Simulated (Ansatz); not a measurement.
Wavefunction ladder for `[OH][Zr]([F])([F])[Br]`

```xyz
6

O     1.0977    0.6332   -0.7139
Zr   -0.3457   -0.2600    0.1151
F    -1.9072   -0.0258   -0.9327
F     0.0439   -2.1117    0.2175
Br   -0.7182    0.6636    2.4219
H     1.8295    1.1008   -1.1077
```

Charge 0, multiplicity 1. Correlated methods include outer-core shells of Br, Zr, which these sets cover unevenly. Scalar relativity is left out up to krypton. Zr takes the def2 core potential. The geometry is a stationary point of PBE0-D4/def2-TZVP. It is one conformer, not always the lowest. Frozen core, restricted reference, Ansatz.

```tsv
basis	HF (Eh)	MP2 corr.
def2-SVP	-2893.05501	-1.03689
def2-TZVPP	-2893.73252	-1.36170
def2-QZVPP	-2893.79931	-1.79992
```

(1) Estimate the CCSD correlation energy and the (T) correction in each basis where they were run (hartree).

Results:

(1) 
| basis | CCSD corr. | (T) |
| --- | --- | --- |
| def2-SVP | -1.03635 | -0.02687 |
| def2-TZVPP | -1.35695 | -0.05066 |
